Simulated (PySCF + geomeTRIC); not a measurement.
Species: H2FSi, SMILES `F[SiH2]` (charge 0, multiplicity 2).

Question: Give a relaxed geometry from PySCF + geomeTRIC with PBE0-D4/def2-TZVP.

Answer: the end point of this relaxation (outside a Z-matrix the atoms follow the SMILES, hydrogens last).
Z-matrix (Å, degrees):
```
Si
F 1 1.6037
H 1 1.4895 2 107.84
H 1 1.4897 3 111.38 2 118.23
```
